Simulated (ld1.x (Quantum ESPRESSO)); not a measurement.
Results of a calculation; reference values are marked as such.
**Potentials for nitrogen compared**

Generated with ld1.x 7.5 (TM, RRKJ, ultrasoft, PAW), atompaw 4.2 or ONCVPSP 4.0.1. The cutoff is in Ry: for ld1.x and atompaw files where the sum of valence levels is converged to 10 mRy in a Bessel basis, for ONCV files where the hardest occupied wave has 1 mHa per electron of residual kinetic energy. The error is the largest all-electron minus pseudo excitation energy over each file’s own four to seven test configurations (ionisations up to +4, promotions, holes and added fractions of an electron), all of which were solved. The labels leave out finer settings (local radius, basis sizes, second energies), which also bear on the numbers. Spin-polarised tests are not counted. The rows are a selection from randomly drawn settings: files with unsolved tests, undetermined cutoffs or missed reference levels are left out.

```csv
potential,cutoff (Ry),largest error (meV),bound ghosts
"RRKJ, BP86, scalar-relativistic, rc 0.75/1.75/1.60 (spd), local d, core correction yes, reference 2s1 2p4",180,+2592,none
"TM, Wu–Cohen, non-relativistic, rc 1.00/1.80 (sp), local smoothed, core correction yes, reference 2s2 2p3",50,+1114,none
"ultrasoft, revPBE, scalar-relativistic, rc 1.05/1.15/0.90 (spd), local smoothed, core correction no, reference 2s1.5 2p3.5",50,-44,none
"PAW, BP86, scalar-relativistic, rc 0.70/2.20/1.55 (spd), local smoothed, core correction yes, reference 2s1.75 2p3.25",70,-34,none
"TM, Wu–Cohen, scalar-relativistic, rc 0.90/1.40/1.15 (spd), local d, core correction yes, reference 2s2 2p2",60,+664,none
"ultrasoft, PBE, scalar-relativistic, rc 1.00/1.35 (sp), local smoothed, core correction yes, reference 2s2 2p2.75",35,+546,none
"TM, BLYP, scalar-relativistic, rc 0.65/1.05 (sp), local s, core correction yes, reference 2s2 2p1.5",180,+84,none
"PAW, PBEsol, scalar-relativistic, rc 1.20/2.40/1.80 (spd), local smoothed, core correction yes, reference 2s1.5 2p3.5",15,-22,none
```

Fill in the row for N: RRKJ, revPBE, scalar-relativistic, rc 1.00/1.20 (sp), local s, core correction yes, reference 2s2 2p3.

cutoff 70 Ry, largest error +333 meV, bound ghosts: none.
